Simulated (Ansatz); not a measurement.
Gas-phase electronic energies from Ansatz, PBE0-D4/def2-TZVP geometries. CCSD(T)/CBS adds triple-zeta CCSD(T) − MP2 to the extrapolated MP2 energy (def2 sets, frozen cores). Functionals use def2-TZVPP. B3LYP here is the variant with VWN-RPA as its local correlation; programs differ in this. For Br outer-core shells are correlated without core-valence functions, which leaves a few kJ/mol of doubt a bond. Scalar relativity is left out up to krypton. Each species was taken in one conformer, which may not be the lowest.

Reaction (ligand exchange at the Si–Br bond): `Br[SiH2]Br` + silanol → `[SiH3]O[SiH2]Br` + HBr

| level | ΔE (kJ/mol) |
| --- | --- |
| B3LYP-D4 | -31.8 |
| ωB97X-V | -27.8 |
| HF/def2-SVP | -38.2 |
| MP2/def2-TZVPP | -27.4 |

Question: What does CCSD(T)/CBS give? (Estimate.)

Answer: Ansatz gave: -26.8 kJ/mol. The listed levels differ from it by -5.0, -1.0, -11.4, -0.6 kJ/mol.

Question: What do rigid-rotor, harmonic-oscillator terms from PBE0-D4/def2-TZVP frequencies (298.15 K, 1 bar) make of the CCSD(T)/CBS value? (An estimate is asked.)

Answer: Computed: ΔZPE = -8.4 kJ/mol, ΔH = -32.6 kJ/mol, ΔS = 7 J/(mol·K), ΔG = -34.6 kJ/mol. Modes under 50 cm⁻¹ make the entropy rough.

Largest T1 diagnostic among the species: 0.011.

Leaving LDA and LC-ωPBE aside and taking each functional with its dispersion term where it has one, the values, not all of them listed here, spread over 20.5 kJ/mol, from CAM-B3LYP-D4 to PBE-D4. LDA lies −7.6 kJ/mol from PBE without D4. The D4 term adds −4.1 kJ/mol with B3LYP and −2.6 kJ/mol with PBE0; it sums over pairs of atoms, weighted by their polarisabilities, and B3LYP, whose exchange is more repulsive, gets the larger term. In def2-TZVPP, CCSD(T) changes the Hartree–Fock value by +6.6 kJ/mol (the triples alone add +1.7 kJ/mol) and MP2 by +11.2 kJ/mol.
